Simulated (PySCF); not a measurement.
A calculated (UHF, PySCF 2.14, aug-cc-pVDZ, the non-relativistic Hamiltonian (point nucleus)) atom or ion has these occupied shells.

| shell | electrons | orbital energy (eV) | rms radius, mean of both spins (bohr) |
| --- | --- | --- | --- |
| 1s | 2 | -154.24 | 0.482 |

(1) Name the element and its charge.

## Answers

(1) Be²⁺ (beryllium, charge +2), in 1s2, closed-shell 1S.
